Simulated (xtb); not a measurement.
Input for xtb:
```
$ xtb mol.xyz --gfn 1 --uhf 1 --etemp 5000 --json

# file mol.xyz
5

O      0.04499171    -0.01008436     1.97947072
Si     0.01040947    -0.00233316     0.45797863
Cl     1.75812921    -0.61413173    -0.47955100
Cl    -0.36011251     1.84200798    -0.41889240
Cl    -1.42776177    -1.22120924    -0.41023111
```

Task: What does this run give for the dipole moment, partial charges in atom order, total energy (a free energy at this electronic temperature)?

Result: 
```
Quantity                                                                                                Value
-----------------------------------------------------------  ------------------------------------------------
dipole moment                                                                                          4.20 D
partial charges in atom order                                O1 -0.46, Si2 0.47, Cl3 0.00, Cl4 0.00, Cl5 0.00
total energy (a free energy at this electronic temperature)                                       -19.5136 Eh
```
